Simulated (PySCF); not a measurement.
# Radial density of S⁺ (sulfur, charge +1)

PBE, [Ne] 3s2 3p3, high-spin 4S determinant. All numbers are calculated (PySCF 2.14, no relativity, point nucleus, in cc-pV(T+d)Z (5s4p3d1f, 39 functions)).

| r (bohr) | 4πr²ρ (e/bohr) | 4πr²(ρα − ρβ) |
| --- | --- | --- |
| 0.00210 | 0.1376 | 0.0000 |
| 0.00352 | 0.3722 | 0.0000 |
| 0.00593 | 0.9749 | 0.0000 |
| 0.00997 | 2.425 | 0.0000 |
| 0.0168 | 5.522 | 0.0002 |
| 0.0282 | 10.86 | 0.0014 |
| 0.0474 | 16.78 | 0.0092 |
| 0.0798 | 17.77 | 0.0472 |
| 0.134 | 12.80 | 0.1713 |
| 0.226 | 14.03 | 0.3555 |
| 0.380 | 17.30 | 0.2458 |
| 0.639 | 7.535 | 0.0247 |
| 1.07 | 2.970 | 1.1743 |
| 1.81 | 2.815 | 1.6903 |
| 3.04 | 0.5198 | 0.3814 |
| 5.11 | 0.01431 | 0.0127 |
